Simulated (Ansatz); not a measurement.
# C4H4Si (SMILES C#C[SiH2]C#C): the energy to break a bond

The species is C4H4Si (9 atoms), meant as a singlet with charge 0. SMILES: `C#C[SiH2]C#C`. Geometry: optimised at B3LYP/def2-SVP.

```xyz
9

C     2.0114   -0.0735    1.7100
C     1.2604   -0.3225    0.7852
Si    0.1394   -0.7140   -0.6164
C    -1.2686    0.4650   -0.6567
C    -2.2068    1.2394   -0.6943
H     2.6732    0.1485    2.5278
H     0.8975   -0.6168   -1.8927
H    -0.3835   -2.0973   -0.4548
H    -3.0346    1.9248   -0.7252
```

Wanted: the dissociation energy of the H8–Si3 bond into doublet H and doublet C4H3Si (shapes relaxed at B3LYP/def2-SVP, no zero-point term). 1 Eh = 2625.50 kJ/mol = 27.2114 eV. Totals in Eh; open shells run unrestricted unless said.

```
         level  program       C4H4Si  doublet H  doublet C4H3Si
  PBE/def2-SVP   Ansatz  -443.626131  -0.498629     -442.990142
B3LYP/def2-SVP   Ansatz  -444.010356  -0.501259     -443.364252
```

Q: Work out the dissociation energy at each level.

A: 
1. PBE/def2-SVP: (-0.498629) + (-442.990142) − (-443.626131) = 0.137360 Eh = 360.6 kJ/mol = 3.74 eV.
2. B3LYP/def2-SVP: (-0.501259) + (-443.364252) − (-444.010356) = 0.144845 Eh = 380.3 kJ/mol = 3.94 eV.

The levels span 361 to 380 kJ/mol; no measured value is set beside them. A bond enthalpy at 298 K also holds the loss of zero-point energy and thermal terms.
